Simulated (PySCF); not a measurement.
Anisole, C7H8O, SMILES COc1ccccc1, GFN2-xTB optimised geometry.

```
16

C     -2.48     1.06     0.00
O     -1.71    -0.11     0.00
C     -0.35     0.00     0.00
C      0.36    -1.21     0.00
C      1.74    -1.21     0.00
C      2.44    -0.01     0.00
C      1.74     1.18     0.00
C      0.35     1.20     0.00
H     -3.52     0.73     0.01
H     -2.29     1.67     0.90
H     -2.29     1.67    -0.89
H     -0.20    -2.13     0.00
H      2.27    -2.15     0.00
H      3.52    -0.01     0.00
H      2.27     2.12     0.00
H     -0.16     2.15     0.00
```

Density from PBE0/def2-TZVP (PySCF) at that geometry.

Minimum of the electron density along straight lines between bonded atoms, close to the bond critical point (lines longer than 1.1 times the sum of covalent radii, or with two minima, are not listed):

```csv
bond,length / Å,ρ at the minimum / e bohr⁻³,∇²ρ there / e bohr⁻⁵,position (fraction from the first atom)
C1–O2,1.406,0.261,-0.50,0.35
O2–C3,1.364,0.291,-0.55,0.66
C3–C4,1.396,0.319,-0.95,0.52
C4–C5,1.379,0.324,-0.96,0.50
C5–C6,1.387,0.320,-0.95,0.50
C6–C7,1.382,0.323,-0.96,0.50
C3–C8,1.390,0.319,-0.94,0.52
C7–C8,1.386,0.319,-0.94,0.50
C1–H9,1.089,0.287,-1.03,0.65
C1–H10,1.095,0.282,-0.99,0.65
C1–H11,1.095,0.282,-0.99,0.65
C4–H12,1.079,0.287,-1.03,0.65
C5–H13,1.080,0.288,-1.03,0.64
C6–H14,1.079,0.287,-1.02,0.64
C7–H15,1.080,0.288,-1.03,0.64
C8–H16,1.079,0.287,-1.02,0.64
```
